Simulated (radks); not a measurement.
Species: the tantalum ion Ta4+. Configuration: [Xe] 4f14 5d1.

All-electron calculation, Dirac Kohn-Sham, BLYP, spin-unpolarised, spherical densities, point nucleus; open shells fill j = l - 1/2 first. Program: a radial shooting solver on a logarithmic mesh with Libxc functionals.

Energy parts (hartree):
| part | energy |
|---|---|
| total | -15623.8466 |
| kinetic | 17544.2187 |
| electron-nucleus | -38864.6435 |
| Hartree | 6013.6798 |
| exchange-correlation | -317.1017 |

Orbitals (lengths in bohr, moments of r in powers of bohr; <r^-3> diverges for s and p1/2; r(90%) holds 90 % of the orbital's charge):
orbital  occ.  eigenvalue (hartree)  <r^-3>  r(90%)
1s1/2       2             -2474.287       -  0.0340
2s1/2       2             -426.1103       -   0.122
2p1/2       2             -407.2784       -   0.108
2p3/2       4             -360.5799   15580   0.118
3s1/2       2             -98.78862       -   0.300
3p1/2       2             -90.42681       -   0.292
3p3/2       4             -80.37364    3503   0.312
3d3/2       4             -66.26720   604.3   0.285
3d5/2       6             -64.07747   516.4   0.291
4s1/2       2             -21.36088       -   0.659
4p1/2       2             -17.91563       -   0.676
4p3/2       4             -15.59972   807.0   0.724
4d3/2       4              -9.94245   121.4   0.776
4d5/2       6              -9.51716   101.6   0.793
5s1/2       2              -4.20474       -    1.57
5p1/2       2              -3.19278       -    1.74
5p3/2       4              -2.85616   115.9    1.88
4f5/2       6              -2.48530   17.84    1.05
4f7/2       8              -2.41212   17.00    1.07
5d3/2       1              -1.52840   9.942    2.59
5d5/2       0              -1.49428   8.255    2.65

The highest occupied level is 5d3/2 at -41.590 eV. The density falls to 0.001 e/bohr^3 at r = 3.07 bohr. For comparison, the ionisation energy in NIST's Atomic Spectra Database is 48.27 eV (semi-empirical). In exact Kohn-Sham theory the highest level is minus the ionisation energy, but local and semilocal functionals leave it too shallow, through self-interaction and a potential that decays too fast; potentials with the right tail come closer.

Beside tabulated values, note that spin-unpolarised runs miss the spin-polarisation part of the exchange energy of open shells.
